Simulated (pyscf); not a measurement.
•H₂Si–CH₂–Cl → •H₂C–SiH₂–Cl (group migration; doublet surface; C–Cl broken, Cl–Si formed). PySCF, gas phase, ωB97X-D3(BJ)/def2-SVP geometries. Correlated levels are frozen-core, on RHF or UHF. ΔMP2 is the change of the MP2 total energy from the triple- to the quadruple-zeta basis. Energies in kJ/mol from the reactant's lowest minimum found.

| level | barrier | reaction energy |
|---|---|---|
| PBE/def2-TZVP | ___ | -108.2 |
| B3LYP-D3(BJ)/def2-TZVP | 67.3 | -125.0 |
| PBE0-D3(BJ)/def2-TZVP | 85.4 | -119.3 |
| ωB97M-D3(BJ)/def2-TZVP | 82.4 | -131.5 |
| CCSD/def2-TZVPP | 99.4 | -132.2 |
| CCSD(T)/def2-TZVPP | 90.9 | -126.3 |
| CCSD(T)/def2-TZVPP + ΔMP2(QZVPP) | ___ | ___ |

Fill in the missing entries.


- PBE/def2-TZVP, barrier: 64.4
- CCSD(T)/def2-TZVPP + ΔMP2(QZVPP), barrier: 87.9
- CCSD(T)/def2-TZVPP + ΔMP2(QZVPP), reaction energy: -127.8

•H₂Si–CH₂–Cl lies 178.0 kJ/mol over its isomer H₃C–SiH•–Cl, and others may lie lower still (electronic energy, ωB97M-D3(BJ)). •H₂C–SiH₂–Cl lies 46.5 kJ/mol over its isomer H₃C–SiH•–Cl, and others may lie lower still (electronic energy, ωB97M-D3(BJ)). One saddle was located; it need not be the lowest between these sides. The CCSD(T) − MP2 part came from Ansatz, without density fitting, on the same reference.
